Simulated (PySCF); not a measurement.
# Working out the ionisation energy of N²⁺

N²⁺ [He] 2s2 2p1 (2P) → N³⁺ [He] 2s2 (1S). Calculation: PySCF 2.14, in cc-pVTZ-DK (4s3p2d1f, 30 functions); the spin-free X2C one-electron Hamiltonian (Gaussian nucleus). Frozen: 1s2. Energies in hartree (1 hartree = 27.21139 eV):

```tsv
part	N²⁺ (lower)	N³⁺ (upper)
UHF	-52.847110	-51.110535
CCSD correlation	-0.083025	-0.085118
(T)	-0.001032	0.000000
```

Q: What does Hartree-Fock give?

A: (-51.110535) − (-52.847110) = 1.736575 hartree = 47.255 eV.

Q: What do CCSD and CCSD(T) give?

A: The CCSD correlation energies differ by -0.002093 hartree = -0.057 eV and the triples by 0.001032 hartree = 0.028 eV, so CCSD gives 47.198 eV and CCSD(T) 47.226 eV.

Reference: 47.445 eV (semi-empirical (NIST evaluation); NIST Atomic Spectra Database, ionization energies), between the lowest levels; spin-orbit coupling is absent from the calculation.

The coupled-cluster amplitudes are large, so a single reference is strained.

What remains against the reference includes basis incompleteness, the frozen core and higher excitations.
